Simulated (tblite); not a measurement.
C₄H₁₀F₂SSi.
Atom-mapped SMILES: `[CH3:1][CH2:2][S:3][C@@H:4]([CH3:5])[SiH:6]([F:7])[F:8]` (hydrogens: H9, H10, H11 on C1; H12, H13 on C2; H14 on C4; H15, H16, H17 on C5; H18 on Si6)

Computed with GFN2-xTB (tblite), gas phase: L-BFGS steps from a force-field or distance-geometry start until the largest atomic force falls under 0.01 eV/Å.

The end geometry, which sets the zero of energy:
```
atom  x, y, z in Å
C1      2.7993    0.4585    0.4392
C2      1.4328   -0.1877    0.3155
S3      0.6531    0.3201   -1.2634
C4     -1.1318    0.0044   -0.9342
C5     -1.3950   -1.4743   -0.6733
Si6    -1.8062    1.1720    0.4037
F7     -1.6215    0.5111    1.8511
F8     -3.4004    1.2286    0.2836
H9      2.7073    1.5419    0.4342
H10     3.2729    0.1493    1.3687
H11     3.4349    0.1641   -0.3929
H12     0.7785    0.1265    1.1269
H13     1.5173   -1.2749    0.3127
H14    -1.5764    0.2788   -1.8947
H15    -0.9633   -2.0805   -1.4676
H16    -2.4676   -1.6580   -0.6384
H17    -0.9645   -1.7843    0.2767
H18    -1.2781    2.5109    0.4408
```

**Question.** These geometries come from the run, each turned onto the end geometry. Order them by energy, lowest first.
A.
```
atom  x, y, z in Å
C1      2.8240    0.4172    0.5228
C2      1.4684   -0.2507    0.3456
S3      0.7038    0.2434   -1.2497
C4     -1.0962    0.0377   -0.9348
C5     -1.4370   -1.4404   -0.7522
Si6    -1.8289    1.2105    0.3674
F7     -1.2221    1.0323    1.8353
F8     -3.3424    0.7349    0.5800
H9      2.7337    1.5031    0.5198
H10     3.2527    0.0999    1.4743
H11     3.5043    0.1332   -0.2791
H12     0.7838    0.0552    1.1330
H13     1.5834   -1.3377    0.3627
H14    -1.5202    0.3867   -1.8831
H15    -1.3355   -1.9708   -1.6968
H16    -2.4610   -1.5577   -0.4083
H17    -0.7850   -1.9084   -0.0164
H18    -1.8345    2.6180    0.0682
```
B.
```
atom  x, y, z in Å
C1      2.7926    0.4084    0.4850
C2      1.4301   -0.2327    0.3018
S3      0.6400    0.3937   -1.2316
C4     -1.1488    0.0321   -0.9415
C5     -1.3810   -1.4520   -0.6879
Si6    -1.8352    1.2207    0.3707
F7     -1.3008    0.8148    1.8248
F8     -3.4067    0.9857    0.5611
H9      2.6987    1.4902    0.5409
H10     3.2444    0.0481    1.4067
H11     3.4482    0.1623   -0.3469
H12     0.7803    0.0041    1.1399
H13     1.5176   -1.3157    0.2092
H14    -1.5778    0.2895   -1.9142
H15    -0.8900   -2.0430   -1.4586
H16    -2.4473   -1.6671   -0.7082
H17    -0.9942   -1.7533    0.2823
H18    -1.5788    2.6208    0.1550
```
C.
```
atom  x, y, z in Å
C1      2.8037    0.4136    0.4675
C2      1.4456   -0.2392    0.2957
S3      0.6541    0.3782   -1.2374
C4     -1.1328    0.0394   -0.9354
C5     -1.3844   -1.4390   -0.6611
Si6    -1.8469    1.2178    0.3712
F7     -1.4172    0.7511    1.8411
F8     -3.4302    0.9919    0.4324
H9      2.6992    1.4927    0.5545
H10     3.2814    0.0331    1.3677
H11     3.4411    0.1928   -0.3857
H12     0.7911    0.0019    1.1294
H13     1.5452   -1.3212    0.2044
H14    -1.5604    0.2938   -1.9096
H15    -0.8964   -2.0499   -1.4189
H16    -2.4534   -1.6429   -0.6851
H17    -1.0068   -1.7268    0.3183
H18    -1.5416    2.6192    0.2395
```
D.
```
atom  x, y, z in Å
C1      2.9161    0.4334    0.5208
C2      1.6018   -0.3271    0.4356
S3      0.7229    0.2798   -1.0737
C4     -1.1163    0.0416   -0.8907
C5     -1.5231   -1.4363   -0.7742
Si6    -1.9491    1.2414    0.3435
F7     -1.3819    1.1301    1.8368
F8     -3.4411    0.7070    0.5792
H9      2.7435    1.5003    0.3959
H10     3.4070    0.2764    1.4754
H11     3.5971    0.1039   -0.2585
H12     0.9692   -0.1466    1.3057
H13     1.7691   -1.4014    0.3035
H14    -1.3699    0.4053   -1.8969
H15    -1.5917   -1.8964   -1.7611
H16    -2.5169   -1.5115   -0.3327
H17    -0.8269   -2.0195   -0.1666
H18    -2.0183    2.6262   -0.0535
```
E.
```
atom  x, y, z in Å
C1      2.8039    0.4289    0.4535
C2      1.4357   -0.2087    0.3043
S3      0.6460    0.3716   -1.2449
C4     -1.1363    0.0189   -0.9304
C5     -1.3747   -1.4614   -0.6563
Si6    -1.8382    1.1997    0.3806
F7     -1.5518    0.6321    1.8504
F8     -3.4365    1.1413    0.3250
H9      2.7120    1.5077    0.5532
H10     3.3012    0.0361    1.3380
H11     3.4194    0.2143   -0.4172
H12     0.7850    0.0647    1.1326
H13     1.5201   -1.2942    0.2425
H14    -1.5768    0.2726   -1.8987
H15    -0.9209   -2.0681   -1.4380
H16    -2.4440   -1.6646   -0.6343
H17    -0.9537   -1.7548    0.3031
H18    -1.3992    2.5704    0.3249
```

**Answer.** E (0.002 eV), C (0.006 eV), B (0.013 eV), A (0.078 eV), D (0.220 eV).

In the order of the answer:

```csv
step,E above end (eV),largest force (eV/Å),rms force component (eV/Å),rms distance from end (Å),rms bond change (Å),bond most changed (Å)
105,0.002,0.02,0.006,0.081,0.000,S3–C4 +0.002
78,0.006,0.03,0.011,0.149,0.001,C2–H12 -0.002
54,0.013,0.04,0.016,0.184,0.002,S3–C4 +0.006
24,0.078,0.15,0.051,0.311,0.003,C1–C2 +0.005
12,0.220,0.29,0.101,0.413,0.008,S3–C4 +0.021
```

The cost below is that of the whole relaxation. On one thread, AMD EPYC 7R43 (x86_64), on a shared host, this took 1.7 s of wall time.
